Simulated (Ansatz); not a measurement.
Species: SiBr2F (charge 0, doublet). SMILES: F[Si](Br)Br
Geometry: optimised at B3LYP-D3(BJ)/def2-TZVP (Ansatz, an electronic-structure program).

Property: atomisation energy, in kcal/mol. Terms: valence correlation only (noble-gas shells and the d and f shells of earlier blocks); atomisation electronic, to ground-state atoms; six Cartesian d functions in 6-31G* and its kin unless marked 5d; non-relativistic; open shells spin-unrestricted; no spin-orbit coupling; LANL2DZ with its own core potentials from Na on; dispersion terms only where a functional's name holds one. First-principles rows: single points at B3LYP-D3(BJ) geometries (Ansatz).

```
level                              program  atomisation energy (kcal/mol)
---------------------------------  -------  -----------------------------
HF/LANL2DZ                          Ansatz                          120.6
SVWN5/6-31G* with LANL2DZ past Ar   Ansatz                          318.5
PBE/LANL2DZ                         Ansatz                          227.1
PBE/def2-SVP                        Ansatz                          293.1
BLYP/6-31G*                         Ansatz                          277.4
B3LYP/STO-3G                        Ansatz                          304.4
B3LYP/6-31G                         Ansatz                          213.8
B3LYP/def2-SVP                      Ansatz                          274.5
B3LYP/6-31G* with LANL2DZ past Ar   Ansatz                          256.8
MP2/6-31G* with LANL2DZ past Ar     Ansatz                          243.9
PBE/def2-TZVPD                      Ansatz                          297.2
```

No value to compare with is used here. The 10 habitual levels span 120.6 (HF/LANL2DZ) to 318.5 kcal/mol (SVWN5/6-31G* with LANL2DZ past Ar); PBE/def2-TZVPD gives 297.2.

The levels are drawn from those run, B3LYP/6-31G* more often than the rest, none by its result; left out are runs that failed, that the program found above a lower state of the same kind, or whose <S^2> lies over 0.5 above the pure value.
